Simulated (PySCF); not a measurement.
A structure optimised at ωB97X-D3(BJ)/def2-SVP, used in a PySCF frequency run:

```
Si
Cl 1 2.0437
Cl 1 2.0474 2 108.50
Cl 1 2.0487 2 109.40 3 -118.53
Si 1 2.3079 2 109.42 3 122.79
H 5 1.4918 1 112.52 2 178.73
Cl 5 2.0655 6 109.33 1 -119.01
```
Charge 0, spin multiplicity 2.

Q: Write its SMILES and formula.

A: Cl[SiH][Si](Cl)(Cl)Cl, Cl4HSi2

Q: What are its rotational constants (standard atomic weights)?

A: 1.2501, 0.65811, 0.64880 GHz
